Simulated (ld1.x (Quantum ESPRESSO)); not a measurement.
# Transferability test, TM potential for Al (Z = 13)

```
Element                 : aluminium (Al)
Generator               : ld1.x (Quantum ESPRESSO) 7.5
Type                    : norm-conserving Troullier–Martins (Kleinman–Bylander form)
Functional              : PBE
Relativity              : scalar-relativistic
Frozen core             : [Ne]
Valence charge          : 3
Reference configuration : 3s2 3p1
Partial waves           : 3s (bound): rc 2.20 bohr; 3p (bound): rc 2.10 bohr; 3d channel at 0.05 Ry: rc 2.05 bohr
Local potential         : all-electron potential smoothed inside 2.62 bohr (lloc = -1)
Core correction         : a·sin(br)/r model core inside 1.80 bohr
```

Energies are relative to the spin-unpolarised reference configuration 3s2 3p1; without spin polarisation the order of configurations can differ from experiment.

```
valence configuration  charge  ΔE all-electron (eV)  error AE − PS (meV)
              3s2 3p0      +1                 5.761                 -0.2
              3s1 3p0      +2                24.987                 +4.8
            3s2 3p0.5    +0.5                 2.086                  0.0
            3s2 3p1.3    -0.3                -0.575                  0.0
              3s1 3p2       0                 5.139                 -0.9
              3s1 3p1      +1                11.571                 +0.5
```

(1) What are ΔE and the potential's error for 3s0 3p3?

Levels in the configuration 3s2 3p0:

| level | all-electron (eV) | pseudo (eV) |
| --- | --- | --- |
| 3s | -14.810 | -14.810 |

Results:

(1) ΔE = 10.451 eV all-electron; the error (AE − PS) is -1.2 meV.
